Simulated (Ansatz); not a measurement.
Ta(F)5 anion (F5Ta), SMILES [F][Ta]([F])([F])([F])[F] (connectivity only; charge and spin as stated), charge -1, multiplicity 2.

Geometry: PBE-D3(BJ)/def2-SVPD. The multiplicity is an assumed one; no other spin state was optimised. The isomer is the one that the SMILES or the coordinates give; other isomers of the formula were not compared. The def2 effective core potentials stand for the cores of Ta; spin–orbit coupling is left out.

Two levels are set side by side: PBE/def2-SVPD (Ansatz, a program for electronic structure) and PBE0/def2-SVPD (Ansatz). Energy differences of separate SCF runs at the same geometry; the states with an electron removed or added have multiplicity 1. Differences are taken from unrounded values.

```json
[
 {"quantity": "vertical ionisation energy (eV)", "PBE0": "2.88", "PBE": "2.43", "PBE minus PBE0": "-0.44"}
]
```
